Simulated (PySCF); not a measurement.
Frontier levels across methods

Compound: C2H3BF2O2.
SMILES with atom numbers: `[O:1]=[C:2]([OH:3])[CH2:4][B:5]([F:6])[F:7]` (hydrogens: H8 on O3; H9, H10 on C4)

Geometry (PBE0-D3(BJ)/def2-SVP, Å), atoms numbered from 1 in this order:
```xyz
10
C2H3BF2O2 angstrom
O      1.2042   -1.4654   -0.8388
C      0.9319   -0.5164   -0.1540
O      1.7628    0.5186    0.0235
C     -0.3689   -0.3209    0.5644
B     -1.3736    0.5763   -0.2402
F     -0.9650    1.4393   -1.1456
F     -2.6705    0.5104   -0.0162
H      2.5501    0.3369   -0.5128
H     -0.8244   -1.2974    0.7747
H     -0.1979    0.1971    1.5240
```

Basis pcSseg-2 throughout (PySCF), one geometry. The structure is a single PBE0-D3(BJ)/def2-SVP conformer in the gas phase; no vibrational or solvent corrections.

**Question.** How do the orbital energies, the gap and the dipole change with the method?

**Answer.** 
| method | kind | HOMO (eV) | LUMO (eV) | gap (eV) | μ (D) | SCF cycles |
| --- | --- | --- | --- | --- | --- | --- |
| OPBE | GGA | -6.65 | -1.11 | 5.53 | 1.80 | 16 |
| PBE | GGA | -6.74 | -1.31 | 5.43 | 1.81 | 15 |
| B97-D | GGA | -6.75 | -1.17 | 5.58 | 1.82 | 16 |
| KT2 | GGA | -6.91 | -1.32 | 5.60 | 1.81 | 16 |
| B3LYP | global hybrid | -8.19 | -0.53 | 7.66 | 1.88 | 14 |
| PBE0 | global hybrid | -8.44 | -0.23 | 8.21 | 1.89 | 14 |
| CAM-B3LYP | range-separated hybrid | -9.96 | 0.81 | 10.77 | 1.91 | 14 |
| LC-wPBE | range-separated hybrid | -11.27 | 2.07 | 13.34 | 1.91 | 15 |

The HOMO spans 4.62 eV, from OPBE down to LC-wPBE, and the gap runs from 5.43 eV (PBE) to 13.34 eV (LC-wPBE). Over the methods OPBE (0 %), PBE (0 %), B97-D (0 %), KT2 (0 %), B3LYP (20 %), PBE0 (25 %), a straight line through the gap against the share of exact exchange rises by 1.07 eV for each 10 % (correlation coefficient 0.999). The dipole ranges from 1.80 D (OPBE) to 1.91 D (CAM-B3LYP). This basis has no diffuse functions.
